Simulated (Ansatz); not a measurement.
BrH5O2Si2, SMILES `O[SiH](Br)O[SiH3]`, relaxed with RKS PBE-D4/def2-SVP in Ansatz from a rough embedded geometry. The force threshold is 0.03 eV/Å; the program also tests the step.

Total charge 0; spin multiplicity 1.

Start:

```xyz
10

O    -0.483    0.775   -2.409
Si   -0.476   -0.315   -1.133
Br    0.758   -2.031   -1.722
O     0.301    0.436    0.162
Si    0.310    0.259    1.808
H     0.335    1.058   -2.693
H    -1.809   -0.774   -0.794
H     0.916   -1.091    2.118
H    -1.037    0.362    2.325
H     1.185    1.320    2.337
```

Problem. How much energy does the relaxation release, and in how many steps? (Estimate.)

Solution. Ansatz gave: 0.28 eV, in 13 steps, 1 of them rejected.

Problem. Which bonds change most? (Estimate.)

Solution. Computed: O1–H6 from 0.911 to 0.974 Å; Si5–H9 from 1.447 to 1.503 Å; Si2–Br3 from 2.194 to 2.250 Å; Si2–H7 from 1.450 to 1.487 Å.

Problem. Give the relaxed structure. (An estimate is asked.)

Solution. Ansatz gave: 
```xyz
10

O    -0.311    0.748   -2.468
Si   -0.598   -0.276   -1.196
Br    0.653   -2.139   -1.361
O    -0.223    0.447    0.246
Si    0.352    0.236    1.813
H     0.606    1.058   -2.582
H    -2.039   -0.638   -1.276
H     1.238   -0.976    1.889
H    -0.810    0.075    2.753
H     1.131    1.465    2.182
```
